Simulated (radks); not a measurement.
The numbers below are computed, except where a source is named.
Isoelectronic series with 44 electrons, each ion in its NIST ground configuration. Level of theory: Dirac Kohn-Sham, PBE, spin-unpolarised, spherical densities, finite nucleus; open shells are shared between the two j in proportion to 2j + 1; Fermi nuclear charge, rms radius of each element as measured or else 0.836 A^(1/3) + 0.57 fm (a radial shooting solver on a logarithmic mesh with Libxc functionals). Total energies (hartree) and orbital eigenvalues (eV) (* marks an orbital that is empty in some or all of the ions):

ion    configuration  E (hartree)     5s1/2*      4d5/2
Ru      [Kr] 4d7 5s1  -4531.46481    -4.2399    -5.0766
Pd2+        [Kr] 4d8  -5045.74334   -20.2435   -27.1117
Cd4+        [Kr] 4d8  -5591.55510   -44.1581   -62.1716
Sn6+        [Kr] 4d8  -6169.04916   -73.9018  -106.0119
Te8+        [Kr] 4d8  -6778.47671  -109.0397  -157.8434
Xe10+       [Kr] 4d8  -7420.16554  -149.3695  -217.2812
Ba12+       [Kr] 4d8   -8094.4800  -194.7878  -284.1045
Ce14+       [Kr] 4d8   -8801.8323  -245.2436  -358.1734
Nd16+       [Kr] 4d8   -9542.6706  -300.7179  -439.3940
Sm18+       [Kr] 4d8  -10317.4503  -361.2123  -527.7003
Gd20+       [Kr] 4d8  -11126.7446  -426.7461  -623.0450
Dy22+       [Kr] 4d8  -11971.1076  -497.3497  -725.3933
Er24+       [Kr] 4d8  -12851.1660  -573.0648  -834.7199
Yb26+       [Kr] 4d8  -13767.5561  -653.9413  -951.0063
Hf28+       [Kr] 4d8  -14721.0166  -740.0392  -1074.239
W30+        [Kr] 4d8  -15712.3207  -831.4261  -1204.409
Os32+       [Kr] 4d8  -16742.2640  -928.1763  -1341.510
Pt34+       [Kr] 4d8  -17811.7988  -1030.376  -1485.538
Hg36+       [Kr] 4d8  -18921.8383  -1138.115  -1636.493
Pb38+       [Kr] 4d8  -20073.4573  -1251.496  -1794.375
